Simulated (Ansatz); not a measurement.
A nudged elastic band was laid between two geometries of CH$_{8}$MgOSi (12 atoms, charge 0, multiplicity 1).

All numbers below come from RKS CAM-B3LYP/6-31G* (Ansatz 0.2.0).

```yaml
movable_images: 9
climbing_image: yes
spring: 5.0 eV/Å²
optimiser: quadratic models (default)
start_path: through a guess of the saddle point
force_threshold: 0.05 eV/Å
iteration_limit: 60
end_points: relaxed
```

Initial state:

```xyz
12
Properties=species:S:1:pos:R:3
Mg -0.316 -0.274 0.077
Si 1.288 0.856 1.792
C -1.771 -1.599 -0.635
H 1.173 1.441 -1.355
O 0.408 0.867 -1.517
H 0.688 1.775 2.810
H 2.243 1.763 1.052
H 2.210 -0.016 2.586
H -2.159 -2.263 0.147
H -1.390 -2.255 -1.430
H -2.643 -1.080 -1.056
H 0.269 0.786 -2.472
```

Final state:

```xyz
12
Properties=species:S:1:pos:R:3
Mg -0.442 -0.212 -1.596
Si 1.146 0.878 1.572
C -1.464 -1.361 -0.200
H 1.020 0.960 0.089
O 0.248 0.630 -3.024
H -0.156 1.230 2.179
H 2.190 1.841 1.991
H 1.539 -0.501 1.939
H -0.782 -1.956 0.421
H -2.157 -2.067 -0.673
H -2.059 -0.741 0.481
H 0.918 1.298 -3.178
```

Problem. What changes between the two ends?

Solution. Bonds broken: Mg1–Si2, H4–O5. Bonds formed: Si2–H4. CH8MgOSi becomes CH4MgO + H4Si.

Problem. What energy profile does the band end with?

Solution. The run converged. The highest image is number 5 of 0 to 10, 17.3 kcal/mol above the first end and 24.7 kcal/mol above the last; the last end lies 7.4 kcal/mol below the first. A vibrational analysis at the climbing image gives one clearly imaginary mode, 1251i cm⁻¹, and a faint second one (39i cm⁻¹) that may be numerical noise or a soft torsion: probably a first-order saddle point. The orbitals stay closed-shell, which can raise the energy where a bond breaks towards radicals; this wasn't checked here.

```json
{"image": "0", "path coordinate (Å)": "0.00", "energy (kcal/mol)": "0.0", "Mg1–Si2 (Å)": "2.61", "H4–O5 (Å)": "0.97", "Si2–H4 (Å)": "3.20"}
{"image": "1", "path coordinate (Å)": "0.57", "energy (kcal/mol)": "0.0", "Mg1–Si2 (Å)": "2.61", "H4–O5 (Å)": "0.97", "Si2–H4 (Å)": "3.09"}
{"image": "2", "path coordinate (Å)": "1.15", "energy (kcal/mol)": "0.8", "Mg1–Si2 (Å)": "2.61", "H4–O5 (Å)": "0.97", "Si2–H4 (Å)": "2.92"}
{"image": "3", "path coordinate (Å)": "1.72", "energy (kcal/mol)": "3.0", "Mg1–Si2 (Å)": "2.63", "H4–O5 (Å)": "0.98", "Si2–H4 (Å)": "2.67"}
{"image": "4", "path coordinate (Å)": "2.29", "energy (kcal/mol)": "8.1", "Mg1–Si2 (Å)": "2.72", "H4–O5 (Å)": "1.00", "Si2–H4 (Å)": "2.31"}
{"image": "5", "path coordinate (Å)": "2.86", "energy (kcal/mol)": "17.3", "Mg1–Si2 (Å)": "2.93", "H4–O5 (Å)": "1.26", "Si2–H4 (Å)": "1.85"}
{"image": "6", "path coordinate (Å)": "3.65", "energy (kcal/mol)": "-1.9", "Mg1–Si2 (Å)": "3.41", "H4–O5 (Å)": "2.10", "Si2–H4 (Å)": "1.50"}
{"image": "7", "path coordinate (Å)": "4.45", "energy (kcal/mol)": "-6.2", "Mg1–Si2 (Å)": "3.85", "H4–O5 (Å)": "2.72", "Si2–H4 (Å)": "1.49"}
{"image": "8", "path coordinate (Å)": "5.24", "energy (kcal/mol)": "-7.0", "Mg1–Si2 (Å)": "3.88", "H4–O5 (Å)": "3.04", "Si2–H4 (Å)": "1.49"}
{"image": "9", "path coordinate (Å)": "6.03", "energy (kcal/mol)": "-7.2", "Mg1–Si2 (Å)": "3.78", "H4–O5 (Å)": "3.14", "Si2–H4 (Å)": "1.49"}
{"image": "10", "path coordinate (Å)": "6.82", "energy (kcal/mol)": "-7.4", "Mg1–Si2 (Å)": "3.71", "H4–O5 (Å)": "3.22", "Si2–H4 (Å)": "1.49"}
```

Problem. What is the geometry of the highest image?

Solution. 
```xyz
12
Properties=species:S:1:pos:R:3:forces:R:3
Mg -0.299 -0.326 -0.680 -0.02 0.00 0.01
Si 1.340 1.043 1.330 0.01 0.00 0.02
C -1.843 -1.694 -0.482 0.00 0.00 0.00
H 1.145 1.044 -0.508 -0.01 0.02 0.00
O 0.854 0.797 -1.708 0.03 -0.02 -0.01
H 0.220 1.529 2.194 -0.01 0.00 -0.01
H 2.406 2.079 1.445 0.00 0.00 -0.01
H 1.877 -0.165 2.026 0.00 0.00 0.00
H -1.809 -2.231 0.471 0.00 0.00 0.00
H -1.814 -2.447 -1.278 0.00 0.00 0.00
H -2.824 -1.207 -0.539 0.00 0.00 0.00
H 0.746 1.576 -2.271 -0.01 0.01 0.00
```

Run time: 9.4 min on 2 threads of Arm Neoverse V2, on a shared host, peak memory 0.2 GiB.
